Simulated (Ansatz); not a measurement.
The inner images of a band of CH4O + H3Sn (10 atoms, charge 0, multiplicity 2) are given out of order.

Method: Ansatz, UKS BLYP-D4/def2-SVP.

Image 0:

```xyz
10
Properties=species:S:1:pos:R:3
H -0.992 0.423 -1.511
Sn 1.993 0.097 -0.352
O -0.812 -0.349 -0.938
C -1.590 -0.205 0.259
H 1.292 1.485 0.475
H 1.741 -1.277 0.706
H 3.742 0.392 -0.409
H -2.682 -0.193 0.044
H -1.324 0.712 0.834
H -1.368 -1.084 0.893
```

Image 6:

```xyz
10
Properties=species:S:1:pos:R:3
H -0.958 0.589 -1.434
Sn 1.894 0.637 0.148
O -0.675 -0.166 -0.880
C -1.682 -0.401 0.114
H 3.220 1.575 0.866
H 1.506 -0.631 1.297
H 2.522 -0.150 -1.286
H -2.643 -0.729 -0.343
H -1.874 0.490 0.754
H -1.308 -1.215 0.763
```

**Question.** Put them in order from the first end to the last, with their energies above the first end.
A.
```xyz
10
Properties=species:S:1:pos:R:3
H -1.079 0.757 -1.359
Sn 2.045 0.208 -0.267
O -0.795 -0.051 -0.888
C -1.701 -0.298 0.193
H 2.030 1.705 0.667
H 1.570 -1.047 0.864
H 3.736 -0.110 -0.692
H -2.724 -0.545 -0.172
H -1.771 0.555 0.905
H -1.310 -1.173 0.747
```
B.
```xyz
10
Properties=species:S:1:pos:R:3
H -1.022 0.688 -1.401
Sn 1.938 0.461 -0.015
O -0.802 -0.159 -0.966
C -1.702 -0.349 0.133
H 2.745 1.673 0.993
H 1.504 -0.856 1.059
H 3.148 -0.192 -1.114
H -2.750 -0.502 -0.212
H -1.685 0.497 0.858
H -1.374 -1.260 0.666
```
C.
```xyz
10
Properties=species:S:1:pos:R:3
H -0.987 0.625 -1.423
Sn 1.884 0.570 0.074
O -0.744 -0.193 -0.947
C -1.674 -0.387 0.126
H 2.984 1.657 0.942
H 1.485 -0.724 1.189
H 2.801 -0.163 -1.231
H -2.705 -0.578 -0.250
H -1.706 0.473 0.832
H -1.338 -1.278 0.689
```
D.
```xyz
10
Properties=species:S:1:pos:R:3
H -1.061 0.701 -1.400
Sn 2.001 0.362 -0.124
O -0.817 -0.129 -0.942
C -1.721 -0.325 0.152
H 2.465 1.715 0.916
H 1.534 -0.930 0.968
H 3.465 -0.194 -0.940
H -2.761 -0.520 -0.196
H -1.738 0.534 0.861
H -1.367 -1.216 0.706
```
E.
```xyz
10
Properties=species:S:1:pos:R:3
H -1.053 0.646 -1.425
Sn 2.024 0.120 -0.340
O -0.792 -0.153 -0.925
C -1.626 -0.257 0.235
H 1.573 1.615 0.474
H 1.598 -1.176 0.764
H 3.797 0.127 -0.452
H -2.683 -0.482 -0.036
H -1.604 0.658 0.869
H -1.235 -1.099 0.837
```

**Answer.** E (+0.006 eV), A (+0.031 eV), D (+0.058 eV), B (+0.043 eV), C (+0.015 eV).

The run took 5.9 min on 2 threads of Arm Neoverse V1, on a shared host, peak memory 0.15 GiB.
